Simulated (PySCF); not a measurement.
# Atomic charges against the basis set

CH3F3OSi.
SMILES with atom numbers: `[OH:1][SiH2:2][C:3]([F:4])([F:5])[F:6]` (hydrogens: H7 on O1; H8, H9 on Si2)

PBE0 throughout (PySCF), one geometry, spherical d and f functions. Geometry: PBE0-D3(BJ)/def2-SVP, one conformer, isolated molecule. Atoms taken as equivalent share a column and are averaged.

Mulliken charges (e):

| basis | functions | O1 | Si2 | C3 | F4/F5/F6 | H7 | H8/H9 |
| --- | --- | --- | --- | --- | --- | --- | --- |
| STO-3G | 37 | -0.435 | +0.684 | +0.154 | -0.125 | +0.200 | -0.115 |
| 6-31G | 64 | -0.791 | +0.903 | +0.491 | -0.277 | +0.422 | -0.097 |
| pcSseg-0 | 64 | -0.828 | +1.079 | +0.443 | -0.330 | +0.406 | -0.055 |
| 6-31G* | 94 | -0.730 | +0.624 | +0.695 | -0.299 | +0.453 | -0.072 |
| cc-pVDZ | 103 | -0.349 | +0.470 | +0.349 | -0.179 | +0.180 | -0.056 |
| def2-SVP | 103 | -0.406 | +0.613 | +0.335 | -0.199 | +0.207 | -0.075 |
| aug-cc-pVDZ | 169 | -0.681 | +0.325 | +1.166 | -0.455 | +0.141 | +0.207 |
| 6-311+G(2d,p) | 188 | -0.660 | +0.830 | +0.492 | -0.286 | +0.281 | -0.042 |
| def2-TZVP | 210 | -0.522 | +0.361 | +0.342 | -0.165 | +0.334 | -0.011 |
| cc-pVTZ | 226 | -0.348 | +0.362 | +0.328 | -0.165 | +0.209 | -0.028 |
| IGLO-III | 249 | -0.627 | +0.963 | +0.305 | -0.200 | +0.272 | -0.156 |

IAO charges (e):

| basis | functions | O1 | Si2 | C3 | F4/F5/F6 | H7 | H8/H9 |
| --- | --- | --- | --- | --- | --- | --- | --- |
| STO-3G | 37 | -0.580 | +0.831 | +0.198 | -0.151 | +0.245 | -0.120 |
| 6-31G | 64 | -0.731 | +0.835 | +0.472 | -0.260 | +0.365 | -0.081 |
| pcSseg-0 | 64 | -0.714 | +0.843 | +0.462 | -0.257 | +0.352 | -0.086 |
| 6-31G* | 94 | -0.763 | +0.962 | +0.530 | -0.281 | +0.366 | -0.127 |
| cc-pVDZ | 103 | -0.761 | +0.948 | +0.530 | -0.279 | +0.369 | -0.124 |
| def2-SVP | 103 | -0.758 | +0.964 | +0.527 | -0.280 | +0.365 | -0.130 |
| aug-cc-pVDZ | 169 | -0.783 | +0.959 | +0.541 | -0.286 | +0.380 | -0.120 |
| 6-311+G(2d,p) | 188 | -0.792 | +0.993 | +0.532 | -0.286 | +0.381 | -0.128 |
| def2-TZVP | 210 | -0.792 | +1.002 | +0.540 | -0.288 | +0.379 | -0.133 |
| cc-pVTZ | 226 | -0.788 | +0.988 | +0.541 | -0.287 | +0.379 | -0.130 |
| IGLO-III | 249 | -0.795 | +1.001 | +0.536 | -0.288 | +0.382 | -0.131 |

Hirshfeld charges (e):

| basis | functions | O1 | Si2 | C3 | F4/F5/F6 | H7 | H8/H9 |
| --- | --- | --- | --- | --- | --- | --- | --- |
| STO-3G | 37 | -0.267 | +0.429 | +0.153 | -0.096 | +0.131 | -0.079 |
| 6-31G | 64 | -0.321 | +0.388 | +0.162 | -0.102 | +0.186 | -0.054 |
| pcSseg-0 | 64 | -0.317 | +0.419 | +0.160 | -0.107 | +0.188 | -0.064 |
| 6-31G* | 94 | -0.297 | +0.367 | +0.153 | -0.095 | +0.190 | -0.064 |
| cc-pVDZ | 103 | -0.287 | +0.377 | +0.146 | -0.094 | +0.183 | -0.069 |
| def2-SVP | 103 | -0.291 | +0.387 | +0.155 | -0.099 | +0.186 | -0.070 |
| aug-cc-pVDZ | 169 | -0.302 | +0.399 | +0.153 | -0.101 | +0.178 | -0.062 |
| 6-311+G(2d,p) | 188 | -0.302 | +0.401 | +0.156 | -0.104 | +0.181 | -0.063 |
| def2-TZVP | 210 | -0.299 | +0.391 | +0.153 | -0.101 | +0.184 | -0.064 |
| cc-pVTZ | 226 | -0.296 | +0.387 | +0.153 | -0.098 | +0.182 | -0.065 |
| IGLO-III | 249 | -0.298 | +0.392 | +0.156 | -0.103 | +0.180 | -0.061 |

Some averages cover members that differ in this geometry, most widely: H8/H9, IAO in 6-31G -0.096 to -0.066; H8/H9, Mulliken in cc-pVTZ -0.043 to -0.013; H8/H9, IAO in pcSseg-0 -0.101 to -0.072; H8/H9, IAO in 6-31G* -0.140 to -0.113 e.

Problem. Which scheme is steadiest as the basis changes?

Solution. Largest range over the bases for any column: Hirshfeld 0.06 e, IAO 0.34 e, Mulliken 1.01 e. Hirshfeld charges move least and Mulliken charges most, counted in e. Without the minimal STO-3G basis the ranges are Hirshfeld 0.05, IAO 0.17, Mulliken 0.86 e.

Problem. How much do the charges still move between the two largest bases, cc-pVTZ and IGLO-III?

Solution. At most, over all atoms: Mulliken 0.601 e, IAO 0.014 e, Hirshfeld 0.006 e.

Problem. What do the same runs give for the total energy, the frontier levels and the dipole moment?

Solution. 
| basis | energy (Eh) | HOMO (eV) | LUMO (eV) | μ (D) |
| --- | --- | --- | --- | --- |
| STO-3G | -694.4552 | -3.96 | 6.82 | 1.33 |
| 6-31G | -703.4745 | -8.98 | -0.07 | 2.09 |
| pcSseg-0 | -702.3320 | -9.02 | 0.02 | 2.17 |
| 6-31G* | -703.6304 | -8.70 | 0.23 | 1.78 |
| cc-pVDZ | -703.6773 | -8.74 | 0.24 | 1.85 |
| def2-SVP | -703.2537 | -8.89 | 0.23 | 1.93 |
| aug-cc-pVDZ | -703.7206 | -9.10 | -0.69 | 1.94 |
| 6-311+G(2d,p) | -703.8180 | -9.18 | -0.65 | 2.00 |
| def2-TZVP | -703.8652 | -9.09 | -0.30 | 1.96 |
| cc-pVTZ | -703.8422 | -9.00 | -0.12 | 1.89 |
| IGLO-III | -703.8713 | -9.13 | -0.32 | 1.96 |

The dipole is fixed by the density alone, so its range of 0.84 D shows that the density itself changes with the basis, not only its division among atoms.
